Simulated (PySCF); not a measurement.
C2H6N2Si, SMILES N[SiH](N)C#C. Atoms are numbered in the order given.

```xyz
11

C      2.6001    -0.3041     0.0881
C      1.3857    -0.1313     0.1797
Si    -0.4520     0.0654     0.3438
N     -1.4348    -1.2366    -0.2477
N     -0.8111     1.4618    -0.6209
H      3.6685    -0.4563     0.0063
H     -0.7448     0.1007     1.8221
H     -1.3333    -1.5243    -1.2248
H     -1.5844    -2.0478     0.3570
H     -0.1118     2.2046    -0.6873
H     -1.7602     1.8430    -0.6127
```

The structure is a stationary point at PBE-D3(BJ)/def2-SVP. This is a generated structure with no PubChem entry under its InChIKey; it may be hypothetical. The values are those of a single conformer.

Two levels are set side by side: PBE/pcSseg-1 (PySCF) and HF/pcSseg-1 (PySCF). GIAO shifts against NH3 (¹⁵N), TMS (²⁹Si), TMS (¹H), TMS (¹³C) at the same level; non-relativistic, no solvent, atoms listed together averaged. Differences are taken from unrounded values.

```
quantity                 HF    PBE  PBE minus HF
--------------------  -----  -----  ------------
δ(¹³C) of C1 (ppm)    107.0   96.8         -10.2
δ(¹³C) of C2 (ppm)     94.1   93.3          -0.8
δ(²⁹Si) of Si3 (ppm)  -48.9  -52.3          -3.4
δ(¹H) of H6 (ppm)      3.13   2.57         -0.56
δ(¹H) of H7 (ppm)      4.73   5.57          0.84
```

Rough cost on one machine, each run with all the roots and properties that it gave: HF against PBE within a factor of 2.
